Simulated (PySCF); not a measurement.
Compound: C4H10OSi2.
Bonds: Si1–O2, O2–Si3, Si3–C4, C4–C5, C5–C6 (double), C6–C7, Si3–C7. Hydrogens: H8, H9, H10 on Si1; H11 on Si3; H12, H13 on C4; H14 on C5; H15 on C6; H16, H17 on C7.

Method: PBE0-D3(BJ)/def2-SVP geometry optimisation, gas phase in PySCF; density fitting, grid level 1; the optimiser is geomeTRIC in internal coordinates, started from a GFN2-xTB structure with every atom displaced at random (about 0.01 Å).

Step 1: E = -22091.8343 eV
```
atom  x, y, z in Å  |  force x, y, z in eV/Å
Si1     2.7044   -1.1434    0.2046    0.150  -0.287   0.004
O2      1.2537   -0.7894   -0.4848   -0.044   0.046  -0.008
Si3    -0.1590   -0.1243   -1.0258   -0.222   0.175  -0.348
C4     -1.7109   -1.0260   -0.4327    0.091  -0.264   0.354
C5     -2.4364    0.0448    0.3344   -0.075  -0.014   0.041
C6     -1.9030    1.2719    0.4173   -0.105   0.147   0.152
C7     -0.5906    1.5558   -0.2604    0.138  -0.017   0.185
H8      3.0655   -2.5668   -0.1088   -0.052   0.147   0.013
H9      3.7896   -0.2588   -0.3189   -0.070   0.044  -0.013
H10     2.6379   -0.9986    1.6898   -0.040   0.055  -0.001
H11    -0.1198   -0.0393   -2.5229    0.159  -0.078   0.101
H12    -2.3286   -1.4243   -1.2517   -0.013  -0.007  -0.142
H13    -1.4874   -1.9006    0.2161    0.017   0.173  -0.132
H14    -3.3901   -0.1866    0.8234    0.014   0.012  -0.008
H15    -2.4135    2.0649    0.9833    0.067  -0.079  -0.087
H16     0.1705    1.9083    0.4619   -0.033  -0.035  -0.036
H17    -0.6872    2.3638   -1.0047    0.018  -0.018  -0.075
```

Step 2: E = -22091.8491 eV
```
atom  x, y, z in Å  |  force x, y, z in eV/Å
Si1     2.6891   -1.1429    0.2029    0.019  -0.047   0.011
O2      1.2416   -0.7909   -0.4943    0.023  -0.042   0.012
Si3    -0.1665   -0.1227   -1.0399   -0.107   0.088  -0.126
C4     -1.7088   -1.0290   -0.4299   -0.038  -0.054   0.096
C5     -2.4344    0.0441    0.3404    0.015   0.005   0.000
C6     -1.8977    1.2716    0.4249    0.001  -0.024   0.011
C7     -0.5817    1.5495   -0.2545    0.005   0.011   0.061
H8      3.0571   -2.5577   -0.1037   -0.009   0.022   0.000
H9      3.7555   -0.2406   -0.3258   -0.001   0.015   0.004
H10     2.6028   -0.9787    1.6854    0.003   0.016   0.002
H11    -0.0935   -0.0505   -2.5310    0.059  -0.029   0.018
H12    -2.3236   -1.4301   -1.2545   -0.004   0.025  -0.012
H13    -1.4717   -1.8971    0.2127    0.036   0.038  -0.031
H14    -3.3865   -0.1860    0.8319   -0.003   0.004  -0.004
H15    -2.4019    2.0652    0.9887    0.004  -0.002  -0.016
H16     0.1835    1.8885    0.4673    0.007  -0.025  -0.016
H17    -0.6683    2.3587   -1.0003   -0.010   0.000  -0.009
```

**Question.** Estimate the geometry and energy of step 3. (The exact step hangs on the optimiser's Hessian estimate; all steps are aligned on step 2, rigid shifts and turns removed.)

**Answer.** E = -22091.8516 eV, largest force 0.066 eV/Å
```
atom  x, y, z in Å  |  force x, y, z in eV/Å
Si1     2.6789   -1.1401    0.2044   -0.026   0.039   0.003
O2      1.2342   -0.7934   -0.5024    0.030  -0.057   0.012
Si3    -0.1721   -0.1214   -1.0528   -0.025   0.028  -0.016
C4     -1.7100   -1.0290   -0.4312   -0.042   0.007  -0.018
C5     -2.4312    0.0421    0.3454    0.037  -0.005  -0.005
C6     -1.8911    1.2679    0.4295    0.006  -0.002   0.011
C7     -0.5778    1.5461   -0.2547   -0.024   0.007  -0.013
H8      3.0525   -2.5526   -0.0948    0.004  -0.014  -0.003
H9      3.7419   -0.2320   -0.3222    0.009  -0.001   0.006
H10     2.5831   -0.9650    1.6855    0.009   0.000   0.001
H11    -0.0819   -0.0562   -2.5416    0.013  -0.007  -0.005
H12    -2.3292   -1.4277   -1.2542   -0.008   0.009   0.015
H13    -1.4595   -1.8953    0.2054    0.028  -0.015   0.002
H14    -3.3814   -0.1871    0.8409   -0.003   0.003  -0.004
H15    -2.3908    2.0616    0.9955   -0.010   0.014   0.004
H16     0.1943    1.8742    0.4639    0.015  -0.011  -0.005
H17    -0.6649    2.3595   -0.9965   -0.013   0.006   0.015
```

The energy changes by -0.0025 eV. The first-order estimate −F·Δx gives -0.0042 eV and the mean of the old and new forces, exact on a quadratic surface, -0.0027 eV. The step makes an angle of 72° with the force vector and moves no atom by more than 0.024 Å.

What follows is the cost of the whole optimisation. The run took 3.4 min on one thread, Intel Xeon Platinum 8259CL at 2.50 GHz (x86_64), shared host, and the process peaked at 0.65 GiB of memory.
